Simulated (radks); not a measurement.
The helium ion He+, configuration 5d1 (not the ground configuration).

All-electron calculation, Dirac Kohn-Sham, PBE, spin-unpolarised, spherical densities, point nucleus; open shells fill j = l - 1/2 first. Program: a radial shooting solver on a logarithmic mesh with Libxc functionals.

Energy parts (hartree):
part                    energy
total                 -0.08473
kinetic                0.08305
electron-nucleus      -0.16276
Hartree                0.02667
exchange-correlation  -0.03170

Orbitals (lengths in bohr, moments of r in powers of bohr):
5d3/2: occ. 1; eigenvalue (hartree) -0.06757; <1/r> 0.08138; small-component weight 2.21e-06
5d5/2: occ. 0; eigenvalue (hartree) -0.06757; <1/r> 0.08138; small-component weight 2.21e-06

The highest occupied level is 5d3/2 at -1.839 eV. Summed over all electrons, <r^2> = 316.6 bohr^2, which gives a Langevin (diamagnetic) susceptibility term of -251 x 10^-6 cm^3/mol.
